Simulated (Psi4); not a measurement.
CHN, charge -1, doublet, at a GFN2-xTB geometry (a state made from the parent by changing its charge; the spin is typed, not shown lowest) (a gas-phase anion, which may not be bound at this level). Base run: HF/aug-cc-pVDZ (Psi4 1.11).

The Psi4 input:
```
memory 2 GB

molecule {
-1 2
C    -0.47037547    0.30848606   -0.07955998
N     0.62066022   -0.22242958    0.06955599
H    -1.52236873   -0.29390926   -0.00953208
}

set {
  basis aug-cc-pvdz
  reference uhf
}

energy('scf')
print_variables()
```

Each row names what was changed in the base input (with any setting that the change needs).

```
change                                            ΔE vs base (mEh)  point group used  SCF cycles
------------------------------------------------  ----------------  ----------------  ----------
base                                                         0.000                cs          16
molecule keys = symmetry c1                                  0.000                c1          16
molecule keys = no_reorient                                  0.000                c1          16
molecule keys = symmetry c1, no_reorient, no_com             0.000                c1          16
jitter_ang = 0.002                                           0.137                cs          16
```

Open shells are given as the SCF converged; they aren't shown to be the lowest states, and a large step between rows can be another state.

A gas-phase anion may not be bound at this level; its values then depend on the basis.
